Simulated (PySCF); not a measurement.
C₄H₇FO. Atoms are numbered in the order given.

```xyz
13

C      2.1991     0.0069     0.4831
O      1.0005     0.6023     0.0773
C     -0.1060     0.0689     0.6898
C     -0.6838    -1.2271     0.1596
C     -1.3725     0.0737    -0.0934
F     -1.3389     0.5706    -1.3484
H      2.3756     0.1338     1.5688
H      3.0158     0.4973    -0.0640
H      2.2183    -1.0761     0.2574
H     -0.1778     0.2526     1.7736
H     -1.1286    -1.9583     0.8394
H     -0.1639    -1.6398    -0.7098
H     -2.3145     0.3019     0.4170
```

Geometry optimised at PBE0-D3(BJ)/def2-SVP. The structure was generated by enumeration; whether it is a known compound was not checked. One conformer was computed; it need not be the lowest.

The numbers are results of PBE0-D3(BJ)/def2-SVP (PySCF), not measurements.

Frequencies are harmonic and unscaled.

Computed vibrational spectrum:
```tsv
mode	ν (cm⁻¹)	IR (km/mol)	Raman (Å⁴/amu)	depolarisation	moving atoms (share of kinetic energy)
1	106	3.6	0.3	0.66	C 33 %, H 30 %, O 26 %, F 11 %
2	169	0.5	0.5	0.71	F 38 %, C 27 %, H 24 %, O 11 %
3	205	1.7	0.1	0.49	H 81 %, C 15 %
4	299	1.9	0.7	0.29	C 34 %, O 28 %, H 24 %, F 15 %
5	380	2.1	0.6	0.37	C 31 %, H 31 %, F 23 %, O 14 %
6	498	8.3	0.7	0.70	H 41 %, C 33 %, O 18 %
7	649	9.6	1.6	0.49	C 67 %, H 16 %, F 11 %
8	773	5.3	11.8	0.73	H 46 %, C 41 %
9	818	9.7	5.4	0.75	H 70 %, C 29 %
10	898	41.9	9.3	0.31	C 41 %, H 34 %, F 13 %, O 12 %
11	999	7.1	1.5	0.72	H 76 %, C 21 %
12	1077	39.7	8.3	0.12	C 74 %, H 18 %
13	1081	0.6	7.3	0.75	C 53 %, H 36 %, O 9 %
14	1117	5.8	2.0	0.72	H 64 %, C 31 %
15	1126	7.7	1.2	0.66	H 65 %, C 32 %
16	1172	23.1	5.7	0.24	H 51 %, C 41 %
17	1184	10.1	5.1	0.54	H 67 %, C 25 %
18	1201	51.1	0.7	0.57	H 50 %, C 30 %, O 17 %
19	1243	38.0	6.8	0.51	H 55 %, C 25 %, F 11 %, O 8 %
20	1296	70.1	8.4	0.55	H 51 %, O 28 %, C 20 %
21	1380	75.9	1.6	0.71	H 61 %, C 36 %
22	1387	10.3	6.3	0.61	H 83 %, C 16 %
23	1459	8.4	13.9	0.73	H 92 %
24	1465	4.9	10.3	0.75	H 87 %, C 12 %
25	1483	21.2	15.4	0.74	H 91 %, C 8 %
26	1524	40.1	7.7	0.16	C 65 %, H 32 %
27	3001	56.1	117.3	0.02	H 97 %
28	3073	51.0	62.7	0.74	H 90 %, C 10 %
29	3099	25.5	88.5	0.26	H 92 %, C 8 %
30	3153	0.9	94.8	0.12	H 95 %
31	3166	18.6	97.4	0.52	H 91 %, C 9 %
32	3181	18.0	131.6	0.22	H 91 %, C 9 %
33	3260	2.4	53.9	0.72	H 89 %, C 11 %
```
